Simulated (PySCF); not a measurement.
Au2H4S2Si2, SMILES [SiH2]([SiH2][S][Au])[S][Au], multiplicity 1.

Geometry optimised at r2SCAN-D4/def2-SVP. The multiplicity is an assumed one; no other spin state was optimised. The def2 effective core potentials stand for the cores of Au; spin–orbit coupling is left out. The values are those of a single conformer.

Two levels are set side by side: PBE/def2-TZVP (PySCF) and M06-2X/def2-TZVP (PySCF). Same geometry, gas phase. Differences are taken from unrounded values.

```csv
quantity,M06-2X,PBE,PBE minus M06-2X
orbital gap (eV),5.23,1.45,-3.78
highest occupied level (eV),-7.79,-5.73,2.06
lowest empty level (eV),-2.56,-4.28,-1.72
mean polarisability (bohr³),179.9,206.1,26.2
```

PBE's occupied levels lie high since its potential decays too fast outside the molecule; exact exchange lowers them and widens the gap. Loosely held outer electrons make PBE densities more polarisable. Differences between two approximate levels are no errors against the true value.

Rough cost on one machine, each run with all the roots and properties that it gave: M06-2X against PBE about 4 times.
